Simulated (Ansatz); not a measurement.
Species: GeF2, net charge 0, singlet state. 
Structure (B3LYP-D3(BJ)/def2-TZVP (Ansatz, a quantum-chemistry and plane-wave program) minimum search):
```
Ge
F 1 1.7583
F 1 1.7583 2 97.40
```

Wanted: vertical electron affinity (to the doublet state of charge -1; a negative value means that the extra electron is unbound and the number depends on the basis; each state is the SCF solution reached for its spin), in eV. Correlated levels leave the core frozen unless marked. UHF or UKS for open shells. Spin-orbit coupling is left out. Frozen are the shells of the preceding noble gas and the d and f shells that filled before the atom's block. Non-relativistic. Anions need diffuse functions: aug- sets have them; def2-D sets add few. CBS(X,Y): correlation extrapolated as X^-3; Hartree-Fock from the larger set. The bracket is a focal-point correction in the basis named.

```json
[
 {"level": "HF/aug-cc-pVDZ", "program": "Ansatz", "vertical electron affinity (eV)": "0.40"},
 {"level": "HF/aug-cc-pVQZ", "program": "Ansatz", "vertical electron affinity (eV)": "0.40"},
 {"level": "SVWN5/def2-TZVPD", "program": "Ansatz", "vertical electron affinity (eV)": "0.58"},
 {"level": "PBE/def2-TZVPD", "program": "Ansatz", "vertical electron affinity (eV)": "0.47"},
 {"level": "r2SCAN/def2-TZVPD", "program": "Ansatz", "vertical electron affinity (eV)": "0.63"},
 {"level": "PBE0/def2-TZVPD", "program": "Ansatz", "vertical electron affinity (eV)": "0.60"},
 {"level": "BHLYP/def2-TZVPD", "program": "Ansatz", "vertical electron affinity (eV)": "0.58"}
]
```

Q: Predict the RI-MP2/CBS(aug-cc-pVTZ,aug-cc-pVQZ)+[CCSD(T)-MP2]/aug-cc-pVTZ result (Ansatz).

A: 0.64 eV
